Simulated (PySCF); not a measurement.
C2H5O, SMILES O([CH2])C, multiplicity 2. Geometry: PBE0-D3(BJ)/def2-TZVP. The isomer is the one that the SMILES or the coordinates give; other isomers of the formula were not compared.

Computed with PBE0-D3(BJ)/def2-TZVP in PySCF.

Harmonic wavenumbers (cm⁻¹): 166, 293, 430, 548, 996, 1139, 1172, 1257, 1316, 1453, 1482, 1492, 1501, 3018, 3082, 3131, 3154, 3281. Rotational constants (GHz): 47.64, 10.84, 9.393; symmetry number 1.

Q: Work out the zero-point energy and the ideal-gas rigid-rotor harmonic-oscillator thermochemistry at 298.15 K and 1 atm.

A: ZPE = ½ Σ hcν = ½ × 28914 cm⁻¹ = 41.33 kcal/mol. H − E(el) = 44.73 kcal/mol. Entropy in cal/(mol K): translation 37.34, rotation 21.72, vibration 5.64, spin 1.38, total 66.08. G − E(el) = 25.03 kcal/mol. Cp = 15.55 cal/(mol K).
